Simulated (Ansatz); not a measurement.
Zr₂P₂⁺. The state is a doublet with charge 1. Geometry PBE-D4/def2-SVP, that of the neutral singlet; atoms count from 1.

```csv
atom,x (Å),y (Å),z (Å)
Zr1,0.1062,1.1463,0.8561
Zr2,-0.7955,-0.6686,-0.9892
P3,1.2061,0.6449,-1.2238
P4,-0.5169,-1.1226,1.3568
```

In the def2 sets Zr takes a core potential; there is no spin–orbit coupling. The structure comes from a short search, and lower isomers may exist.

Question: Estimate the Mulliken populations from the PBE0/def2-TZVP orbitals of Ansatz.

Answer: 
```tsv
atom	charge (e)	spin (α − β)	d electrons
Zr1	0.82	0.55	2.52
Zr2	0.82	0.55	2.52
P3	-0.32	-0.05	–
P4	-0.32	-0.05	–
```
Mulliken values and Mayer orders depend strongly on the basis.

Question: Where does the spin sit?

Answer: Summed by element: Zr 1.09, P -0.09, of 1 unpaired in all. Largest on single atoms: Zr1 0.55, Zr2 0.55, P3 -0.05.

Question: And the Mayer bond orders between bonded heavy atoms (over 0.3)?

Answer: Zr1–Zr2 1.30 (2.74 Å); Zr1–P3 1.55 (2.41 Å); Zr1–P4 1.55 (2.41 Å); Zr2–P3 1.55 (2.41 Å); Zr2–P4 1.55 (2.41 Å).
